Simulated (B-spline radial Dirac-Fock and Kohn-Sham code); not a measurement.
Two-hole binding energies of Hg³⁺

System: mercury as Hg³⁺, [Xe] 4f14 5d9.

Level of theory: relaxed Dirac-Fock hole states (ΔSCF) with Breit and QED corrections and a finite nucleus; a radial finite-basis atomic code. U is the two-hole binding energy less the two single-hole energies, the effective repulsion of the holes after relaxation. Each two-hole energy is an average over J within one jj subconfiguration.

```tsv
holes	E(a) (eV)	E(b) (eV)	E(ab) (eV)	U (eV)
1s⁻¹ 2p1/2⁻¹	83141.6	14253.0	97866.6	471.9
1s⁻¹ 2p3/2⁻¹	83141.6	12327.5	95841.2	372.2
2p1/2⁻¹ 3s⁻¹	14253.0	3613.6	17968.2	101.6
2s⁻¹ 3d3/2⁻¹	14893.7	2430.6	17433.9	109.5
2p1/2⁻¹ 3d3/2⁻¹	14253.0	2430.6	16792.0	108.4
2p3/2⁻¹ 3p1/2⁻¹	12327.5	3328.2	15764.2	108.5
2p3/2⁻¹ 3d3/2⁻¹	12327.5	2430.6	14869.7	111.6
3p1/2⁻¹ 3p3/2⁻¹	3328.2	2897.0	6294.8	69.6
3d3/2⁻²	2430.6	2430.6	4943.3	82.1
4f5/2⁻²	145.5	145.5	321.4	30.3
4f5/2⁻¹ 4f7/2⁻¹	145.5	141.5	318.1	31.1
4f7/2⁻²	141.5	141.5	?	?
5p1/2⁻¹ 5p3/2⁻¹	126.9	108.6	253.7	18.2
5p3/2⁻²	108.6	108.6	235.3	18.1
```

Question: Give the missing two-hole energy and U.

Answer: E(ab) = 313.3 eV and U = 30.3 eV.

Run: 89 s of CPU time on 1 thread of Neoverse-N1 (shared host), peak memory 0.60 GiB.

Values without a named source are computed, but for edge energies of neutral atoms, which are taken from tables.
